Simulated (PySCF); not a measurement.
Si4H13N3

Si4H13N3 is a molecule, neutral, singlet. The structure, one conformer, was relaxed in the gas phase by PBE0-D3(BJ)/def2-SVP. No frequency run checks that it is a minimum.

SMILES: [SiH3]N[SiH](N[SiH3])N[SiH3]

Coordinates in Å:
```
Si1    -1.511   -0.434   -2.011
N2     -0.443   -1.413   -1.032
Si3     1.022   -0.820   -0.321
N4      1.286    0.776   -0.946
Si5     1.063    2.235   -0.008
N6      0.741   -0.668    1.382
Si7    -0.826   -0.875    2.131
H8     -1.987    0.780   -1.285
H9     -2.687   -1.293   -2.351
H10    -0.880    0.015   -3.292
H11    -0.674   -2.399   -0.955
H12     2.178   -1.719   -0.610
H13     1.670    0.890   -1.879
H14    -0.319    2.341    0.548
H15     1.305    3.381   -0.936
H16     2.026    2.348    1.132
H17     1.528   -0.524    2.008
H18    -1.850    0.052    1.563
H19    -1.351   -2.271    2.006
H20    -0.648   -0.574    3.584
```

Shieldings: GIAO PBE0/pcSseg-1. Shifts are against computed references at the same level: H TMS (σ 31.27 ppm), Si TMS (σ 352.0 ppm). Core levels by delta-SCF with SCAN, pcX-2 on the ionised atom and pcseg-1 elsewhere, spin-free X2C (2p3/2 is the spin-free 2p value less a third of a first-order spin-orbit splitting); from the vacuum level, for chosen atoms.

Q: Give the NMR and core-level values of the distinct atoms.

A: 
```json
{"atoms": "Si1 Si5 Si7", "bonded to": "1 N + 3 H", "σ (ppm)": "409.2", "δ (ppm)": "-57.2", "core level (eV)": "2p3/2 106.89"}
{"atoms": "N2 N4 N6", "bonded to": "2 Si + 1 H", "σ (ppm)": "242.7", "δ (ppm)": "-", "core level (eV)": "1s 404.02"}
{"atoms": "Si3", "bonded to": "3 N + 1 H", "σ (ppm)": "385.2", "δ (ppm)": "-33.2", "core level (eV)": "2p3/2 107.13"}
{"atoms": "H8 H9 H10", "bonded to": "1 Si", "σ (ppm)": "26.55", "δ (ppm)": "4.72", "core level (eV)": "-"}
{"atoms": "H11 H13 H17", "bonded to": "1 N", "σ (ppm)": "30.93", "δ (ppm)": "0.34", "core level (eV)": "-"}
{"atoms": "H12", "bonded to": "1 Si", "σ (ppm)": "26.11", "δ (ppm)": "5.16", "core level (eV)": "-"}
{"atoms": "H14 H15 H16", "bonded to": "1 Si", "σ (ppm)": "26.55", "δ (ppm)": "4.72", "core level (eV)": "-"}
{"atoms": "H18 H19 H20", "bonded to": "1 Si", "σ (ppm)": "26.55", "δ (ppm)": "4.72", "core level (eV)": "-"}
```

Values are those of this one static structure, with the three H of a rotating XH3 group averaged; atoms that internal rotation interchanges would show their mean in an NMR spectrum.

Q: By CAM-B3LYP/def2-SVPD (TDDFT singlets, Tamm-Dancoff triplets, ionisation by delta-SCF), where does absorption start, and what does vertical ionisation take?

A: The lowest singlet lies at 6.58 eV (f 0.007), the strongest of the first 6 at 7.31 eV (f 0.053), the lowest triplet at 6.28 eV; vertical ionisation takes 9.33 eV.
